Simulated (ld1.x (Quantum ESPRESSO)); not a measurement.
## titanium: variants of one TM potential

Base potential:

| Property | Result |
| --- | --- |
| Element | titanium (Ti) |
| Generator | ld1.x (Quantum ESPRESSO) 7.5 |
| Type | norm-conserving Troullier–Martins (Kleinman–Bylander form) |
| Functional | PBE |
| Relativity | fully relativistic |
| Frozen core | [Ne] 3s2 |
| Valence charge | 10 |
| Reference configuration | 3p6 3d2 4s2 4p0 |
| Partial waves | 4s (bound): rc 2.05 bohr; 3p (bound): rc 1.15 bohr; 3d (bound): rc 2.30 bohr |
| Local potential | all-electron potential smoothed inside 0.90 bohr (lloc = -1) |
| Core correction | none |

Open shells are filled in proportion to 2j + 1 (rel_dist='average').

Cutoffs, loose and tight: the cutoffs (Ry, on a coarse ladder) from which the occupation-weighted sum of valence levels, in a spherical-Bessel basis at the reference potential, stays within 10 and 1 mRy of its value at 400 Ry. They do not see the model core or the augmentation charge, which bear on the density cutoff. Test errors are all-electron minus pseudo excitation energies from the reference, over the configurations 3p6 3d2 4s1 4p0; 3p6 3d2 4s0 4p0; 3p6 3d1 4s0 4p0; 3p6 3d2 4s1.5 4p0; 3p6 3d1 4s2 4p1; 3p6 3d2 4s1 4p1; 3p6 3d3 4s1 4p0. A dash means not determined; rows that change the core or the reference have their own tests. The largest error is taken over the tests solved by every variant that gives reliable tests at all: 3p6 3d1 4s0 4p0; 3p6 3d2 4s0 4p0; 3p6 3d2 4s1 4p1; 3p6 3d2 4s1.5 4p0.

A true bound ghost makes a file unfit for plane-wave use even where its test errors are small: the radial tests pick states by their node count and pass the ghost by. Where a test does run into it, the solver fails or the error is huge.

```csv
change,outcome,"cutoff, loose","cutoff, tight",bound ghosts,largest test error (meV)
base,generated,80 Ry,100 Ry,s,+200
wave 4s (bound): rc 2.05 bohr becomes 4s (bound): rc 2.02 bohr,generated,80 Ry,100 Ry,s,+200
wave 4s (bound): rc 2.05 bohr becomes 4s (bound): rc 2.30 bohr,generated,70 Ry,100 Ry,s,+249
wave 4s (bound): rc 2.05 bohr becomes 4s (bound): rc 2.60 bohr,generated,70 Ry,100 Ry,s,+272
wave 4s (bound): rc 2.05 bohr becomes 4s (bound): rc 2.80 bohr,generated,70 Ry,100 Ry,s,+268
wave 4s (bound): rc 2.05 bohr becomes 4s (bound): rc 3.10 bohr,generated,70 Ry,100 Ry,s,+233
```

**Question.** What comes out with this change to the base: wave 4s (bound): rc 2.05 bohr becomes 4s (bound): rc 1.54 bohr?

**Answer.** outcome: generated; cutoff, loose: 110 Ry; cutoff, tight: 260 Ry; bound ghosts: s; largest test error (meV): +325.

**Question.** What comes out with this change to the base: wave 4s (bound): rc 2.05 bohr becomes 4s (bound): rc 1.86 bohr?

**Answer.** outcome: generated; cutoff, loose: 80 Ry; cutoff, tight: 100 Ry; bound ghosts: s; largest test error (meV): +155.

**Question.** What comes out with this change to the base: wave 4s (bound): rc 2.05 bohr becomes 4s (bound): rc 1.38 bohr?

**Answer.** outcome: failed: run_pseudo: Errors in PS-KS equation. Cause: the pseudo-atom solver did not find the valence states with the expected number of nodes, which is the usual sign of a ghost state.

Reading the sweep of the s radius (base included, trends over the rows without a ghost): Bound ghosts are found at 1.54, 1.86, 2.02, 2.05, 2.3, 2.6, 2.8, 3.1 bohr. Every judged row has one, so this setting neither creates nor removes them. The generation fails at 1.38 bohr.
